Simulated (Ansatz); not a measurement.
Cartesian coordinates in Å:
```
O -0.3688 -1.3396 1.3145
Si -0.7051 -0.0871 0.3275
O -1.9209 -0.5097 -0.6610
Cl -1.2094 1.5464 1.4749
Ge 1.1741 0.5069 -0.9955
Cl 2.7757 0.4994 0.4773
H 0.2932 -1.2057 1.9967
H -2.7512 -0.8069 -0.2819
H 1.5712 -0.5238 -2.0617
H 1.1413 1.9202 -1.5907
```

The species carries charge 0 and has multiplicity 1.

(1) List the r2SCAN/def2-TZVPP orbital energies in eV (the Gaussian-basis code of Ansatz). (Estimate.)

Answers

(1) Computed: Occupied: -10835.01, -2753.50, -2753.15, -1793.14, -1350.11, -1200.18, -1200.14, -1200.14, -516.53, -516.47, -254.90, -254.52, -193.43, -193.31, -193.30, -193.08, -192.91, -192.91, -168.28, -143.33, -118.07, -117.92, -117.91, -98.24, -98.19, -98.18, -31.34, -31.25, -31.24, -31.16, -31.14, -27.42, -26.88, -21.65, -21.06, -15.54, -14.28, -13.88, -11.87, -10.55, -9.84, -9.72, -9.60, -9.48, -9.16, -8.51, -8.38, -8.21, -7.76, -7.24. Lowest empty: -1.42, -0.42, -0.32, 0.51, 1.11, 1.16, 2.01, 2.14.
